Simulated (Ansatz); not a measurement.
Consider the ligand exchange at the Si–C bond: `OC(F)[SiH3]` + `OBN[SiH3]` → `OBN([SiH3])[SiH3]` + `OCF`.

Gas-phase electronic energies from Ansatz, PBE0-D4/def2-TZVP geometries. CCSD(T)/CBS adds triple-zeta CCSD(T) − MP2 to the extrapolated MP2 energy (def2 sets, frozen cores). Functionals use def2-TZVPP. B3LYP here is the variant with VWN-RPA as its local correlation; programs differ in this. Each species was taken in one conformer, which may not be the lowest.

CCSD(T)/CBS gives -80.4 kJ/mol.

(1) Another level gave -82.3 kJ/mol. Which?
A. r2SCAN-D4/def2-TZVPP
B. CCSD/def2-TZVPP
C. B3LYP/def2-TZVPP
D. PBE/def2-TZVPP

Largest T1 diagnostic among the species: 0.012.

Results:

(1) B. CCSD/def2-TZVPP -82.3, B3LYP -68.2, PBE -63.3, r2SCAN-D4 -74.7 kJ/mol.

The D4 term adds −7.3 kJ/mol with B3LYP and −4.1 kJ/mol with PBE0; it sums over pairs of atoms, weighted by their polarisabilities, and B3LYP, whose exchange is more repulsive, gets the larger term. From PBE to PBE0 (25 % exact exchange), in def2-TZVPP and without D4, ΔE moves by −7.5 kJ/mol.
